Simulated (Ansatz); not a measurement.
A made-up structure of SiHSeS (charge -1), singlet:

| atom | x (Å) | y (Å) | z (Å) |
| --- | --- | --- | --- |
| S1 | -1.6115 | -0.0772 | 1.2037 |
| Si2 | -0.0393 | 0.0210 | -0.0160 |
| Se3 | 1.9681 | -0.6997 | 0.1069 |
| H4 | 3.2376 | -1.4844 | -0.1225 |

It is relaxed with PBE-D4/def2-SVPD and then PBE0-D4/def2-TZVPD (Ansatz 0.2.0). Atoms count as bonded within 1.22 times the sum of their covalent radii (H–H: 0.88 Å). The end point is not checked to be a true minimum.

Question: Does its bonding change? (Judge from chemistry; the calculation decides.)

Answer: By the calculation: No: no bond forms or breaks.

Where it ends: The first stage lowers the energy by 1.64 eV in 11 steps. It ends as SiHSeS ([S][Si][SeH]), total charge -1:
```xyz
4
angstrom
S -0.8499 -0.6859 1.3104
Si -0.0235 0.3839 -0.1881
Se 2.2411 -0.4579 -0.5028
H 2.1872 -1.4804 0.5526
```

Labels in which every atom is bracketed show which atoms are joined, not bond orders.

For scale, one of the runs: PBE0-D4/def2-TZVPD relaxation, 155 basis functions, launched by `ansatz run in.yaml --threads 2 --pin off --events-out ev --progress --plain --max-ram 4352MiB`. The run took about 18 s on 2 CPU threads of an Arm Neoverse V2 (shared host).
